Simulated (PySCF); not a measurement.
CHO2, SMILES [O]C=O, multiplicity 2.

Coordinates come from a PBE0-D3(BJ)/def2-TZVP optimisation. A frequency run showed that this geometry is not a minimum. The isomer is the one that the SMILES or the coordinates give; other isomers of the formula were not compared.

Method: ωB97X/def2-TZVPD in PySCF.

```yaml
total_energy: -189.10672 hartree
point_group: C2v
"α spin, highest occupied and lowest empty level": -12.03 and 1.78 eV
"β spin, highest occupied and lowest empty level": -11.49 and -3.46 eV
dipole_moment: 1.62 D
quadrupole, principal values (traceless, Buckingham form, about the centre of nuclear charge): -5.79, 1.44, 4.35 D·Å
mean_static_polarisability: 28.5 bohr³ (4.22 Å³)
polarisability_principal_values: 14.9, 20.7, 49.9 bohr³
"⟨S²⟩": 0.757 (pure state 0.75)
```
